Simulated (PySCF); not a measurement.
C₃H₃N₂, SMILES [c]1[nH]ccn1, multiplicity 2. Coordinates come from a PBE-D3(BJ)/def2-SVP optimisation. The isomer is the one that the SMILES or the coordinates give; other isomers of the formula were not compared.

Computed equilibrium geometry at PBE-D3(BJ)/def2-SVP (PySCF confirms it by a frequency run) as Cartesian coordinates in Å, and its point group:
point group Cs.
```xyz
8

C     -1.1716    -0.1186     0.0000
N     -0.6622     1.0584     0.0000
C      0.7178     0.8833     0.0000
C      1.0070    -0.4715     0.0000
N     -0.2350    -1.1081     0.0000
H      1.4138     1.7308     0.0000
H      1.9507    -1.0279     0.0000
H     -0.4029    -2.1140     0.0000
```
Charge 0, spin multiplicity 2.
